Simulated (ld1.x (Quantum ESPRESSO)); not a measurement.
Pseudopotential generation for Rh (Z = 45): RRKJ, PBE, fully relativistic.

ld1.x (Quantum ESPRESSO) 7.5 was run on this input:

```
&input
   title='Rh', zed=45., rel=2, dft='PBE', iswitch=3,
   config='[Kr] 4d8 5s0.5 5p0.5', rel_dist='average',
   nld=5, rlderiv=2.15, eminld=-8.0, emaxld=5.0, deld=0.04
 /
 &inputp
   pseudotype=2, tm=.false., lloc=0,
   nlcc=.false.,
   file_pseudopw='Rh.UPF', file_wfcaegen='ae.wfc', file_wfcncgen='nc.wfc', file_beta='beta', file_chi='chi'
 /
3
4P  2  1   6.00   0.00  1.55  1.55  0.0
4D  3  2   8.00   0.00  1.95  1.95  0.0
4S  1  0   2.00   0.00  1.65  1.65  0.0
 &test
   configts(1)='4s2 4p6 4d8 5s0.5 5p0.5'
 /
```

Command:

```bash
ld1.x < Rh.in > Rh.out
```

Output (shortened: banner, matrices, multipoles, cross overlaps and the repeated all-electron block are left out):

```
Program LD1 v.7.5
     --------------------------- All-electron run ----------------------------

     Rh
     dirac relativistic calculation

     atomic number is 45.00
     dft =PBE   lsd =0 sic =0 latt =0  beta=0.20 tr2=1.0E-14
     Exchange-correlation= PBE
                           (   1   4   3   4   0   0   0)
     mesh =1233 r(mesh) =  98.82371 a.u. xmin = -7.00 dx = 0.01250
     1 Ry =  13.60569312 eV, c = 137.03599908

     n l j   nl                  e(Ry)          e(Ha)          e(eV)
     Spin orbit split results
     1 0 0.5 1S 1( 2.00)     -1692.4756      -846.2378    -23027.3042
     2 0 0.5 2S 1( 2.00)      -245.3639      -122.6820     -3338.3463
     2 1 0.5 2P 1( 2.00)      -227.1740      -113.5870     -3090.8604
     2 1 1.5 2P 1( 4.00)      -216.5447      -108.2724     -2946.2410
     3 0 0.5 3S 1( 2.00)       -43.9023       -21.9511      -597.3205
     3 1 0.5 3P 1( 2.00)       -36.7841       -18.3920      -500.4730
     3 1 1.5 3P 1( 4.00)       -34.9555       -17.4778      -475.5943
     4 0 0.5 4S 1( 2.00)        -6.1279        -3.0639       -83.3741
     4 1 0.5 4P 1( 2.00)        -3.9695        -1.9847       -54.0071
     4 1 1.5 4P 1( 4.00)        -3.6833        -1.8417       -50.1139
     3 2 1.5 3D 1( 4.00)       -22.3571       -11.1786      -304.1840
     3 2 2.5 3D 1( 6.00)       -21.9965       -10.9983      -299.2778
     4 2 1.5 4D 1( 3.20)        -0.5208        -0.2604        -7.0859
     4 2 2.5 4D 1( 4.80)        -0.4918        -0.2459        -6.6913
     5 0 0.5 5S 1( 0.50)        -0.3627        -0.1813        -4.9341
     5 1 0.5 5P 1( 0.17)        -0.1035        -0.0517        -1.4075
     5 1 1.5 5P 1( 0.33)        -0.0948        -0.0474        -1.2903
     Averaged results
     1 0     1S 1( 2.00)     -1692.4756      -846.2378    -23027.3042
     2 0     2S 1( 2.00)      -245.3639      -122.6820     -3338.3463
     2 1     2P 1( 6.00)      -220.0878      -110.0439     -2994.4475
     3 0     3S 1( 2.00)       -43.9023       -21.9511      -597.3205
     3 1     3P 1( 6.00)       -35.5651       -17.7825      -483.8872
     4 0     4S 1( 2.00)        -6.1279        -3.0639       -83.3741
     4 1     4P 1( 6.00)        -3.7787        -1.8893       -51.4116
     3 2     3D 1(10.00)       -22.1408       -11.0704      -301.2403
     4 2     4D 1( 8.00)        -0.5034        -0.2517        -6.8491
     5 0     5S 1( 0.50)        -0.3627        -0.1813        -4.9341
     5 1     5P 1( 0.50)        -0.0977        -0.0489        -1.3294

     final scf error:  4.4E-15 reached in  28 iterations

     Etot =   -9569.929378 Ry,   -4784.964689 Ha, -130205.522320 eV

     Ekin =    9977.176321 Ry,    4988.588161 Ha,  135746.399259 eV
     Encl =  -23165.855787 Ry,  -11582.927894 Ha, -315187.524770 eV
     Eh   =    3896.293272 Ry,    1948.146636 Ha,   53011.770577 eV
     Exc  =    -277.543184 Ry,    -138.771592 Ha,   -3776.167386 eV

     normalization and overlap integrals

     s(1S/1S) =  1.000000  <r> =   0.0326  <r2> =    0.0014  r(max) =   0.0211
     s(2S/2S) =  1.000000  <r> =   0.1416  <r2> =    0.0237  r(max) =   0.1201
     s(2P/2P) =  1.000000  <r> =   0.1203  <r2> =    0.0178  r(max) =   0.0936
     s(2P/2P) =  1.000000  <r> =   0.1252  <r2> =    0.0191  r(max) =   0.0971
     s(3S/3S) =  1.000000  <r> =   0.3904  <r2> =    0.1746  r(max) =   0.3520
     s(3P/3P) =  1.000000  <r> =   0.3831  <r2> =    0.1708  r(max) =   0.3390
     s(3P/3P) =  1.000000  <r> =   0.3938  <r2> =    0.1802  r(max) =   0.3476
     s(4S/4S) =  1.000000  <r> =   0.9806  <r2> =    1.0904  r(max) =   0.8766
     s(4P/4P) =  1.000000  <r> =   1.0611  <r2> =    1.2918  r(max) =   0.9332
     s(4P/4P) =  1.000000  <r> =   1.0924  <r2> =    1.3697  r(max) =   0.9568
     s(3D/3D) =  1.000000  <r> =   0.3683  <r2> =    0.1623  r(max) =   0.2918
     s(3D/3D) =  1.000000  <r> =   0.3718  <r2> =    0.1652  r(max) =   0.2918
     s(4D/4D) =  1.000000  <r> =   1.5639  <r2> =    3.0437  r(max) =   1.1398
     s(4D/4D) =  1.000000  <r> =   1.5901  <r2> =    3.1547  r(max) =   1.1541
     s(5S/5S) =  1.000000  <r> =   3.2473  <r2> =   12.2372  r(max) =   2.6336
     s(5P/5P) =  1.000000  <r> =   4.9788  <r2> =   29.8919  r(max) =   3.6908
     s(5P/5P) =  1.000000  <r> =   5.2047  <r2> =   32.6508  r(max) =   3.8318

     ------------------------ End of All-electron run ------------------------

     --------------------- Generating NC pseudopotential ---------------------

      Generating local pot.: lloc=0, matching radius rcloc =   1.6500

     Fully relativistic calculation: |psi|^2

     Wfc 4P LC norm =  0.99967693 SC norm =  0.00032294 missing  0.00000013

     Wfc 4P LC norm =  0.99969250 SC norm =  0.00030699 missing  0.00000050

     Wfc 4D LC norm =  0.99983365 SC norm =  0.00016632 missing  0.00000003

     Wfc 4D LC norm =  0.99983804 SC norm =  0.00015708 missing  0.00000488

      Wfc   4P  rcut= 1.558  Estimated cut-off energy=       75.38 Ry
      This function has    0 nodes for 0 < r <    1.558

      Wfc   4P  rcut= 1.558  Estimated cut-off energy=       75.17 Ry
      This function has    0 nodes for 0 < r <    1.558

      Wfc   4D  rcut= 1.951  Estimated cut-off energy=       61.73 Ry
      This function has    0 nodes for 0 < r <    1.951

      Wfc   4D  rcut= 1.951  Estimated cut-off energy=       61.68 Ry
      This function has    0 nodes for 0 < r <    1.951

     ------------------- End of pseudopotential generation -------------------

     Computing logarithmic derivative in   2.14279
     Computing logarithmic derivative in   2.14279
     Computing the partial wave expansion
       no projector for channel:   0
     R is outside the sphere for l=    1 j= 0.50
     R is outside the sphere for l=    1 j= 1.50
     R is outside the sphere for l=    2 j= 1.50
     R is outside the sphere for l=    2 j= 2.50

     ---------------------- Testing the pseudopotential ----------------------

     Rh
     dirac relativistic calculation

     atomic number is 45.00   valence charge is 17.00
     dft =PBE   lsd =0 sic =0 latt =0  beta=0.20 tr2=1.0E-14
     mesh =1233 r(mesh) =  98.82371 xmin = -7.00 dx = 0.01250

     n l  j  nl             e AE (Ry)       e PS (Ry)    De AE-PS (Ry)
     1 0 0.5 4S   1( 2.00)       -6.12788       -6.12973        0.00185
     2 1 0.5 4P   1( 2.00)       -3.96945       -3.97123        0.00178
     2 1 1.5 4P   1( 4.00)       -3.68330       -3.68506        0.00175
     3 2 1.5 4D   1( 3.20)       -0.52080       -0.52218        0.00138
     3 2 2.5 4D   1( 4.80)       -0.49180       -0.49317        0.00137
     2 0 0.5 5S   1( 0.50)       -0.36265       -0.49244        0.12979  !
     3 1 0.5 5P   1( 0.17)       -0.10345       -0.11944        0.01599  !
     3 1 1.5 5P   1( 0.33)       -0.09484       -0.11001        0.01518  !

     eps = 5.3E-15  iter = 26

     Etot =   -9569.929378 Ry,   -4784.964689 Ha, -130205.522320 eV
     Etotps =  -221.403700 Ry,    -110.701850 Ha,   -3012.350796 eV

     Ekin =      75.508106 Ry,      37.754053 Ha,    1027.340113 eV
     Encl =    -456.154627 Ry,    -228.077313 Ha,   -6206.299865 eV
     Ehrt =     188.827058 Ry,      94.413529 Ha,    2569.123010 eV
     Ecxc =     -22.191394 Ry,     -11.095697 Ha,    -301.929294 eV
     Epseu=      -7.392843 Ry,      -3.696422 Ha,    -100.584760 eV

     ---------------------- End of pseudopotential test ----------------------
```

Generation and configuration tests took about 2.1 s on one core of a shared server CPU.

Transferability test of the new file with ld1.x, input:

```
&input
   title='Rh', zed=45., rel=2, dft='PBE', iswitch=2,
   config='[Kr] 4d8 5s0.5 5p0.5', rel_dist='average'
 /
 &test
   file_pseudo='Rh.UPF', nconf=8,
   configts(1)='4s2 4p6 4d8 5s0.5 5p0.5',
   configts(2)='4s2 4p6 4d8 5s1 5p0',
   configts(3)='4s2 4p6 4d8 5s0 5p0',
   configts(4)='4s2 4p6 4d7 5s0 5p0',
   configts(5)='4s2 4p6 4d8.5 5s0.5 5p0',
   configts(6)='4s2 4p6 4d8 5s0 5p1',
   configts(7)='4s2 4p6 4d7 5s1 5p0',
   configts(8)='4s2 4p6 4d9 5s0 5p0'
 /
```

```bash
ld1.x < Rh.test.in > Rh.test.out
```

Pseudopotential blocks of its output, shortened (energy terms left out):

```
     ---------------------- Testing the pseudopotential ----------------------

     n l  j  nl             e AE (Ry)       e PS (Ry)    De AE-PS (Ry)
     1 0 0.5 4S   1( 2.00)       -6.12788       -6.12973        0.00185
     2 1 0.5 4P   1( 2.00)       -3.96945       -3.97123        0.00178
     2 1 1.5 4P   1( 4.00)       -3.68330       -3.68506        0.00175
     3 2 1.5 4D   1( 3.20)       -0.52080       -0.52218        0.00138
     3 2 2.5 4D   1( 4.80)       -0.49180       -0.49317        0.00137
     2 0 0.5 5S   1( 0.50)       -0.36265       -0.49244        0.12979  !
     3 1 0.5 5P   1( 0.17)       -0.10345       -0.11944        0.01599  !
     3 1 1.5 5P   1( 0.33)       -0.09484       -0.11001        0.01518  !

     eps = 9.2E-15  iter = 16

     Etot =   -9569.929378 Ry,   -4784.964689 Ha, -130205.522320 eV
     Etotps =  -221.403704 Ry,    -110.701852 Ha,   -3012.350846 eV

     ---------------------- End of pseudopotential test ----------------------

          ---------------------- Testing the pseudopotential ----------------------

     n l  j  nl             e AE (Ry)       e PS (Ry)    De AE-PS (Ry)
     1 0 0.5 4S   1( 2.00)       -6.05986       -6.03922       -0.02063  !
     2 1 0.5 4P   1( 2.00)       -3.90091       -3.88161       -0.01930  !
     2 1 1.5 4P   1( 4.00)       -3.61457       -3.59575       -0.01882  !
     3 2 1.5 4D   1( 3.20)       -0.45410       -0.43992       -0.01418  !
     3 2 2.5 4D   1( 4.80)       -0.42531       -0.41132       -0.01399  !
     2 0 0.5 5S   1( 1.00)       -0.31609       -0.43080        0.11471  !
     3 1 0.5 5P   1( 0.00)       -0.06795       -0.07657        0.00862  !
     3 1 1.5 5P   1( 0.00)       -0.06023       -0.06815        0.00793  !

     eps = 9.9E-15  iter = 24

     Etot =   -9570.058621 Ry,   -4785.029310 Ha, -130207.280764 eV
     Etotps =  -221.587973 Ry,    -110.793986 Ha,   -3014.857954 eV
     dEtot_ae =      -0.129243 Ry
     dEtot_ps =      -0.184269 Ry,   Delta E=       0.055026 Ry

     ---------------------- End of pseudopotential test ----------------------

          ---------------------- Testing the pseudopotential ----------------------

     n l  j  nl             e AE (Ry)       e PS (Ry)    De AE-PS (Ry)
     1 0 0.5 4S   1( 2.00)       -6.62499       -6.68634        0.06135  !
     2 1 0.5 4P   1( 2.00)       -4.46803       -4.52704        0.05901  !
     2 1 1.5 4P   1( 4.00)       -4.18241       -4.24063        0.05822  !
     3 2 1.5 4D   1( 3.20)       -1.01616       -1.06607        0.04991  !
     3 2 2.5 4D   1( 4.80)       -0.98663       -1.03620        0.04956  !
     2 0 0.5 5S   1( 0.00)       -0.79229       -0.98164        0.18935  !
     3 1 0.5 5P   1( 0.00)       -0.46673       -0.52187        0.05514  !
     3 1 1.5 5P   1( 0.00)       -0.45005       -0.50478        0.05473  !

     eps = 9.4E-15  iter = 28

     Etot =   -9569.510169 Ry,   -4784.755085 Ha, -130199.818701 eV
     Etotps =  -220.888387 Ry,    -110.444193 Ha,   -3005.339607 eV
     dEtot_ae =       0.419208 Ry
     dEtot_ps =       0.515317 Ry,   Delta E=      -0.096108 Ry

     ---------------------- End of pseudopotential test ----------------------

          ---------------------- Testing the pseudopotential ----------------------

     n l  j  nl             e AE (Ry)       e PS (Ry)    De AE-PS (Ry)
     1 0 0.5 4S   1( 2.00)       -7.59998       -7.66357        0.06359  !
     2 1 0.5 4P   1( 2.00)       -5.43300       -5.49577        0.06277  !
     2 1 1.5 4P   1( 4.00)       -5.14359       -5.20600        0.06242  !
     3 2 1.5 4D   1( 2.80)       -1.91145       -1.96755        0.05610  !
     3 2 2.5 4D   1( 4.20)       -1.87870       -1.93464        0.05594  !
     2 0 0.5 5S   1( 0.00)       -1.44581       -1.70933        0.26352  !
     3 1 0.5 5P   1( 0.00)       -1.03222       -1.12434        0.09212  !
     3 1 1.5 5P   1( 0.00)       -1.00424       -1.09868        0.09444  !

     eps = 1.1E-15  iter = 19

     Etot =   -9568.076162 Ry,   -4784.038081 Ha, -130180.308032 eV
     Etotps =  -219.400977 Ry,    -109.700488 Ha,   -2985.102360 eV
     dEtot_ae =       1.853216 Ry
     dEtot_ps =       2.002727 Ry,   Delta E=      -0.149511 Ry

     ---------------------- End of pseudopotential test ----------------------

          ---------------------- Testing the pseudopotential ----------------------

     n l  j  nl             e AE (Ry)       e PS (Ry)    De AE-PS (Ry)
     1 0 0.5 4S   1( 2.00)       -5.94097       -5.95786        0.01689  !
     2 1 0.5 4P   1( 2.00)       -3.78566       -3.80126        0.01560  !
     2 1 1.5 4P   1( 4.00)       -3.50069       -3.51597        0.01528  !
     3 2 1.5 4D   1( 3.40)       -0.36297       -0.37559        0.01262  !
     3 2 2.5 4D   1( 5.10)       -0.33536       -0.34785        0.01249  !
     2 0 0.5 5S   1( 0.50)       -0.28052       -0.40021        0.11970  !
     3 1 0.5 5P   1( 0.00)       -0.05082       -0.06506        0.01423  !
     3 1 1.5 5P   1( 0.00)       -0.04452       -0.05761        0.01310  !

     eps = 4.9E-15  iter = 19

     Etot =   -9570.105027 Ry,   -4785.052513 Ha, -130207.912150 eV
     Etotps =  -221.575542 Ry,    -110.787771 Ha,   -3014.688828 eV
     dEtot_ae =      -0.175649 Ry
     dEtot_ps =      -0.171838 Ry,   Delta E=      -0.003811 Ry

     ---------------------- End of pseudopotential test ----------------------

          ---------------------- Testing the pseudopotential ----------------------

     n l  j  nl             e AE (Ry)       e PS (Ry)    De AE-PS (Ry)
     1 0 0.5 4S   1( 2.00)       -6.18821       -6.21145        0.02324  !
     2 1 0.5 4P   1( 2.00)       -4.03021       -4.05202        0.02181  !
     2 1 1.5 4P   1( 4.00)       -3.74422       -3.76545        0.02123  !
     3 2 1.5 4D   1( 3.20)       -0.57937       -0.59489        0.01552  !
     3 2 2.5 4D   1( 4.80)       -0.55016       -0.56547        0.01531  !
     2 0 0.5 5S   1( 0.00)       -0.40199       -0.52258        0.12060  !
     3 1 0.5 5P   1( 0.33)       -0.13232       -0.15350        0.02118  !
     3 1 1.5 5P   1( 0.67)       -0.12261       -0.14275        0.02014  !

     eps = 8.5E-15  iter = 28

     Etot =   -9569.793999 Ry,   -4784.897000 Ha, -130203.680403 eV
     Etotps =  -221.209089 Ry,    -110.604545 Ha,   -3009.702985 eV
     dEtot_ae =       0.135378 Ry
     dEtot_ps =       0.194614 Ry,   Delta E=      -0.059236 Ry

     ---------------------- End of pseudopotential test ----------------------

          ---------------------- Testing the pseudopotential ----------------------

     n l  j  nl             e AE (Ry)       e PS (Ry)    De AE-PS (Ry)
     1 0 0.5 4S   1( 2.00)       -6.92054       -6.88744       -0.03310  !
     2 1 0.5 4P   1( 2.00)       -4.75336       -4.72495       -0.02841  !
     2 1 1.5 4P   1( 4.00)       -4.46390       -4.43698       -0.02692  !
     3 2 1.5 4D   1( 2.80)       -1.24588       -1.22950       -0.01638  !
     3 2 2.5 4D   1( 4.20)       -1.21402       -1.19805       -0.01597  !
     2 0 0.5 5S   1( 1.00)       -0.89104       -1.06811        0.17707  !
     3 1 0.5 5P   1( 0.00)       -0.53655       -0.57319        0.03663  !
     3 1 1.5 5P   1( 0.00)       -0.51688       -0.55433        0.03745  !

     eps = 3.7E-15  iter = 24

     Etot =   -9569.240746 Ry,   -4784.620373 Ha, -130196.153014 eV
     Etotps =  -220.784324 Ry,    -110.392162 Ha,   -3003.923757 eV
     dEtot_ae =       0.688631 Ry
     dEtot_ps =       0.619380 Ry,   Delta E=       0.069252 Ry

     ---------------------- End of pseudopotential test ----------------------

          ---------------------- Testing the pseudopotential ----------------------

     n l  j  nl             e AE (Ry)       e PS (Ry)    De AE-PS (Ry)
     1 0 0.5 4S   1( 2.00)       -5.83346       -5.88205        0.04859  !
     2 1 0.5 4P   1( 2.00)       -3.68116       -3.72645        0.04528  !
     2 1 1.5 4P   1( 4.00)       -3.39732       -3.44167        0.04434  !
     3 2 1.5 4D   1( 3.60)       -0.28045       -0.31608        0.03563  !
     3 2 2.5 4D   1( 5.40)       -0.25398       -0.28920        0.03522  !
     2 0 0.5 5S   1( 0.00)       -0.24709       -0.32121        0.07413  !
     3 1 0.5 5P   1( 0.00)       -0.03403       -0.04424        0.01021  !
     3 1 1.5 5P   1( 0.00)       -0.02889       -0.03756        0.00867  !

     eps = 7.3E-15  iter = 23

     Etot =   -9570.125586 Ry,   -4785.062793 Ha, -130208.191875 eV
     Etotps =  -221.547169 Ry,    -110.773585 Ha,   -3014.302797 eV
     dEtot_ae =      -0.196209 Ry
     dEtot_ps =      -0.143466 Ry,   Delta E=      -0.052743 Ry

     ---------------------- End of pseudopotential test ----------------------
```
